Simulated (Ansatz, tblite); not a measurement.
Cost and result up the ladder for ZrHF3 (5 atoms). The state is a singlet with charge 0. Geometry: PBE0-D4/def2-TZVP.

Cartesian coordinates in Å:
```
Zr -0.0202 -0.0209 0.0274
H 0.9135 0.9453 -1.2377
F -1.5829 -0.6648 -0.8173
F -0.4204 1.1680 1.4403
F 1.1101 -1.4276 0.5874
```

Ansatz on 2 threads of Intel Xeon Platinum 8259CL on a shared host; xTB runs through tblite on one thread. Times are rough, summed over both states, and most runs start from the orbitals of an earlier one. PBE0-D4/def2-TZVP serves as the yardstick here, not as an exact answer. The other state is a doublet.

In the def2 sets Zr takes a core potential; there is no spin–orbit coupling. The xTB rows come from tblite.

Raw xTB energies of ions are shifted by several eV.

```csv
level,functions,wall time,vertical IE (eV),difference from PBE0-D4/def2-TZVP (eV)
GFN2-xTB,22,0.012 s,16.47,4.88
GFN1-xTB,23,0.033 s,16.31,4.72
PBE-D4/def2-TZVP,139,5.6 s,11.36,-0.23
PBE0-D4/def2-TZVP,139,6.4 s,11.59,0.00
r2SCAN-D4/def2-TZVP (with forces),139,12 s,11.45,-0.14
```
